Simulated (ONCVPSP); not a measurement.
**Varying the ONCV potential for Cs**

Base potential:

caesium (Cs), optimised norm-conserving Vanderbilt (ONCV), made with ONCVPSP 4.0.1 (PBE, fully relativistic). Core [Kr] 4d10, reference 5s2 5p6 6s1. Waves: 5s+6s: rc 2.30 bohr, ncon 4, nbas 7, qcut 3.9 1/bohr, 2 projectors; 5p: rc 2.90 bohr, ncon 4, nbas 7, qcut 4.8 1/bohr, 2 projectors, debl 3.2 Ha; d scattering state at 0.02 Ha: rc 2.30 bohr, ncon 4, nbas 8, qcut 3.5 1/bohr, local. Local part: the d channel. Core correction: Teter function, fcfact 2.25, rcfact 1.75.

Open shells are filled in proportion to 2j + 1.

Cutoffs, loose and tight: the cutoffs (Ha) at which the residual kinetic energy of the hardest occupied pseudo-wave falls to 1 and 0.1 mHa per electron. They do not see the model core or the augmentation charge, which bear on the density cutoff. Test errors are all-electron minus pseudo excitation energies from the reference, over the configurations 5s2 5p6 6s0; 5s2 5p6 6s0.5; 5s2 5p6 6s0 6p1; 5s2 5p5 6s1. A dash means not determined; rows that change the core or the reference have their own tests.

| change | outcome | cutoff, loose | cutoff, tight | bound ghosts | GHOST(+) flags above zero | largest test error (meV) |
| --- | --- | --- | --- | --- | --- | --- |
| base | generated | 7.4 Ha | 20 Ha | none | none | -38 |
| reference 5s2 5p6; wave 5s+6s: rc 2.30 bohr, ncon 4, nbas 7, qcut 3.9 1/bohr, 2 projectors becomes 5s: rc 2.30 bohr, ncon 4, nbas 7, qcut 3.9 1/bohr, 2 projectors, debl 2.1 Ha | generated, projector energies reset by the program | 7.4 Ha | 20 Ha | none | none | -40 |
| d: qcut 5 | generated | 7.4 Ha | 20 Ha | none | none | -38 |
| p: qcut 5.1 | generated | 7.4 Ha | 20 Ha | none | none | -37 |
| core correction polynomial model core, fcfact 0.75 | generated | 7.4 Ha | 20 Ha | none | none | -14 |
| core correction Teter function, fcfact 1.3, rcfact 1.75 | generated | 7.4 Ha | 20 Ha | none | none | -29 |

(1) What comes out with this change to the base: all radii but the core radius scaled by about 1.13 (s 2.60, p 3.28, d 2.60 bohr)?

(2) What comes out with this change to the base: d: nproj 1; local potential polynomial inside 2.10 bohr (lpopt 5, dvloc0 2 Ha)?

(3) What comes out with this change to the base: s: qcut 3; p: qcut 3.7; d: qcut 2.7?

Answers

(1) outcome: generated, projector energies reset by the program; cutoff, loose: 6.0 Ha; cutoff, tight: 7.7 Ha; bound ghosts: none; GHOST(+) flags above zero: none; largest test error (meV): -44.

(2) outcome: generated; cutoff, loose: 7.4 Ha; cutoff, tight: 20 Ha; bound ghosts: none; GHOST(+) flags above zero: p3/2; largest test error (meV): -47.

(3) outcome: generated; cutoff, loose: 19 Ha; cutoff, tight: 24 Ha; bound ghosts: none; GHOST(+) flags above zero: none; largest test error (meV): -39.
